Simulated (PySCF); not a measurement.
C₄H₁₀O, SMILES C(C)CCO.

Geometry optimised at PBE0-D3(BJ)/def2-SVP. The values are those of a single conformer.

Computed with TDDFT-CAM-B3LYP/def2-SVPD (PySCF).

Vertical excitations. Gas-phase values at a fixed geometry. State labels are in the subgroup Cs.

Computed UV-visible absorptions:
```tsv
state	symmetry	energy (eV)	λ (nm)	f	main pairs
S1	A"	6.89	180	0.001	HOMO→LUMO 90 %
S2	A"	8.22	151	0.019	HOMO→LUMO+1 46 %, HOMO→LUMO+2 27 %, HOMO→LUMO+3 13 %
S3	A'	8.62	144	0.002	HOMO−2→LUMO 78 %
S4	A"	8.73	142	0.027	HOMO→LUMO+2 50 %, HOMO→LUMO+3 23 %, HOMO→LUMO+1 11 %, HOMO→LUMO+5 10 %
S5	A'	8.81	141	0.049	HOMO→LUMO+4 85 %
S6	A"	8.89	139	0.001	HOMO−1→LUMO+1 69 %, HOMO−1→LUMO 22 %
S7	A'	9.26	134	0.026	HOMO−2→LUMO+1 48 %, HOMO−3→LUMO+1 32 %
S8	A'	9.36	132	0.002	HOMO−3→LUMO+1 50 %, HOMO−2→LUMO+1 24 %, HOMO−3→LUMO 8 %
S9	A"	9.39	132	0.006	HOMO−1→LUMO 26 %, HOMO→LUMO+3 22 %, HOMO→LUMO+1 19 %, HOMO−1→LUMO+1 10 %
S10	A"	9.45	131	0.012	HOMO−1→LUMO 27 %, HOMO→LUMO+3 22 %, HOMO→LUMO+1 11 %, HOMO−1→LUMO+1 10 %
T1	A"	6.59	188	0	HOMO→LUMO 85 %
T2	A"	7.96	156	0	HOMO→LUMO+2 33 %, HOMO→LUMO+1 32 %, HOMO→LUMO+3 11 %, HOMO→LUMO 9 %
T3	A'	8.28	150	0	HOMO−2→LUMO 69 %, HOMO−4→LUMO 12 %
T4	A'	8.52	146	0	HOMO→LUMO+4 76 %
```
Triplets are in the Tamm–Dancoff approximation, which puts them higher than full response would, so one can lie above its singlet here.
